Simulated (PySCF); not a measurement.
`N#C[C@H]1C[C@H](F)C[C@@H]1F`, C₆H₇F₂N

Geometry:
| atom | x (Å) | y (Å) | z (Å) |
| --- | --- | --- | --- |
| N1 | -2.090 | -2.105 | -0.768 |
| C2 | -1.597 | -1.281 | -0.149 |
| C3 | -0.958 | -0.242 | 0.622 |
| C4 | 0.469 | -0.649 | 1.006 |
| C5 | 1.264 | -0.374 | -0.270 |
| F6 | 2.590 | -0.155 | 0.014 |
| C7 | 0.621 | 0.878 | -0.888 |
| C8 | -0.762 | 1.019 | -0.245 |
| F9 | -0.796 | 2.127 | 0.573 |
| H10 | -1.580 | -0.016 | 1.494 |
| H11 | 0.840 | 0.004 | 1.798 |
| H12 | 0.541 | -1.685 | 1.334 |
| H13 | 1.238 | -1.228 | -0.958 |
| H14 | 1.225 | 1.750 | -0.633 |
| H15 | 0.556 | 0.807 | -1.972 |
| H16 | -1.569 | 1.161 | -0.971 |

Level of theory: TDDFT B3LYP/def2-SVPD circular dichroism and optical rotation, one conformer, gas phase in PySCF. Geometry: GFN2-xTB.

Singlets 7 and 8 lie within 0.01 eV of each other, so their separate moments and overlaps can depend on how they mix.

**Question.** Draw the ECD and absorption spectra from the lowest 12 states, each a Gaussian of half-width 0.2 eV at 1/e height.

**Answer.** 
| E (eV) | λ (nm) | Δε (L mol⁻¹ cm⁻¹) | ε (L mol⁻¹ cm⁻¹) |
| --- | --- | --- | --- |
| 7.18 | 173 | 0.00 | 0.0876 |
| 7.33 | 169 | +0.05 | 2.14 |
| 7.48 | 166 | +0.39 | 17.8 |
| 7.63 | 162 | +0.78 | 69.7 |
| 7.78 | 159 | -1.02 | 248 |
| 7.93 | 156 | -4.78 | 593 |
| 8.08 | 153 | -6.67 | 671 |
| 8.23 | 151 | -14.87 | 808 |
| 8.38 | 148 | -42.62 | 1630 |
| 8.53 | 145 | -58.28 | 2270 |
| 8.68 | 143 | -16.06 | 2520 |
| 8.83 | 140 | +25.40 | 3600 |

Δε uses R in velocity form, ε uses f in length form. Only the states computed contribute, so the short-wavelength end is incomplete.
